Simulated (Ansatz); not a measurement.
Geometry optimisation, RKS LDA/def2-SVP (Ansatz 0.2.0).

input.yaml

```yaml
crystal:
  periodic: [false, false, false]
  atoms:
    - { symbol: Ge, position_ang: [0.14775, -0.041417, -0.05484] }
    - { symbol: H, position_ang: [0.175054, -0.220938, 1.48793] }
    - { symbol: C, position_ang: [1.985425, 0.010268, -0.68656] }
    - { symbol: H, position_ang: [2.44055, -1.000922, -0.637072] }
    - { symbol: H, position_ang: [2.034375, 0.369538, -1.736577] }
    - { symbol: H, position_ang: [2.584871, 0.697643, -0.0549] }
    - { symbol: H, position_ang: [-0.583183, 1.275047, -0.382238] }
    - { symbol: H, position_ang: [-0.627467, -1.221426, -0.663783] }
    - { symbol: F, position_ang: [-2.423654, 0.062147, 1.244458] }
    - { symbol: H, position_ang: [-1.640321, 0.07006, 1.751981] }
basis:
  gaussian: { orbitals: def2-SVP }
hamiltonian:
  xc: lda
relax:
  f_tol: 0.03
  max_steps: 50
```

Command:

```bash
$ ansatz run input.yaml --threads 2 --pin off --max-ram 3072MiB --backend cpu --events-out ev --progress --plain --runs-dir out
```

**Question.** Where does it end, and by what steps?

**Answer.** The forces met the threshold. The force dipped under the threshold on the way, but the program's further checks kept it going. After 10 steps the energy has fallen by 0.041 eV; H10 moved furthest, 0.26 Å.

```csv
step,energy less start (eV),largest force component (eV/Å),accepted
0,0.0000,0.428,yes
1,0.0054,1.598,no
2,-0.0189,0.495,yes
3,-0.0311,0.307,yes
4,-0.0193,0.485,no
5,-0.0383,0.080,yes
6,-0.0405,0.051,yes
7,-0.0404,0.047,no
8,-0.0413,0.009,yes
9,-0.0414,0.035,yes
10,-0.0414,0.018,yes
```

```xyz
10
Properties=species:S:1:pos:R:3
Ge 0.113 0.043 -0.123
H 0.064 -0.181 1.425
C 1.974 -0.003 -0.652
H 2.426 -0.984 -0.399
H 2.058 0.152 -1.748
H 2.544 0.798 -0.138
H -0.526 1.412 -0.421
H -0.692 -1.089 -0.787
F -2.390 -0.032 1.435
H -1.478 -0.115 1.678
```

Time of the run: 6.3 s on 2 threads of Intel(R) Xeon(R) 6975P-C (Granite Rapids), on a shared host, peak memory 0.15 GiB.
